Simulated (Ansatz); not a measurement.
A structure relaxed at PBE0-D4/def2-SVP in Ansatz, charge 1, singlet:

```xyz
8

Ag   -1.9889   -1.6055   -0.9346
Ag   -1.1120    0.3733    0.8764
Ag    1.6392    1.0859    1.4495
Ag    0.0785   -2.2688    0.8969
Ag    0.7393   -0.1707   -1.0470
Ag   -1.7296    1.0852   -1.7177
Ag    0.0225    2.7095   -0.2313
Se    2.3513   -1.2088    0.7078
```

**Question.** Give its formula and point group.

**Answer.** the cluster Ag₇Se⁺. Point group Cs (tolerance 0.1 Å).

**Question.** Summarise the bond lengths by kind (pairs closer than 1.2 times the sum of covalent radii, bridged metal pairs left out).

**Answer.** 13 × Ag–Ag 2.72 to 3.08 Å; 3 × Ag–Se 2.51 to 2.60 Å.

In the def2 sets Ag takes a core potential; there is no spin–orbit coupling. The relaxation made no stability test and no search for a lower SCF solution. No other spin state of charge 1 was run. Another isomer (singlet) lies 0.29 eV lower at PBE0-D4/def2-TZVP; other spin states weren't run for this one.
